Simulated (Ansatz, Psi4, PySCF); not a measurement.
H$_{3}$BrOSi, singlet, at a GFN2-xTB geometry, atoms displaced at random by about 0.03 Å a coordinate. Base run: HF/6-31G, gradient (PySCF).

Input for PySCF:
```python
from pyscf import gto, scf

mol = gto.Mole()
mol.atom = '''
    Si    0.36445862   -1.11010775   -0.23854870
    O     1.92064539   -0.86268278   -0.51818887
    Br   -0.61391849    0.81075497    0.21749341
    H    -0.15735717   -1.64585100   -1.53508500
    H     0.07069563   -1.98421029    0.93005375
    H     2.48934166   -0.37435560   -0.00191954
'''
mol.basis = '6-31g'
mol.verbose = 4
mol.build()

mf = scf.RHF(mol)
mf.kernel()
g = mf.nuc_grad_method()
grad = g.kernel()
```

Programs used: Ansatz (a program for electronic structure), Psi4, PySCF; a row that names a program was run with it.

The coordinate followed is z of atom 6.

Each row names what was changed in the base input (with any setting that the change needs).

```
change                                                  dE/dx (Eh/bohr)  net force (Eh/bohr)
------------------------------------------------------  ---------------  -------------------
base                                                          -0.019112             0.000000
finite difference step (bohr) = 1e-3; conv_tol = 1e-11        -0.019112                    -
finite difference step (bohr) = 1e-5; conv_tol = 1e-11        -0.019113                    -
finite difference step (bohr) = 0.05; conv_tol = 1e-11        -0.019111                    -
density fitting = on; auxbasis_response = off                 -0.019096             0.000928
code = ansatz                                                 -0.019109             0.000000
conv_tol = 1e-11                                              -0.019112             0.000000
conv_tol = 1e-4                                               -0.019123             0.000000
finite difference step (bohr) = 0.01; conv_tol = 1e-11        -0.019112                    -
finite difference step (bohr) = 0.2; conv_tol = 1e-11         -0.019053                    -
code = psi4                                                   -0.019097             0.000000
density fitting = on                                          -0.019103             0.000000
```

The net force is zero for an exact gradient.
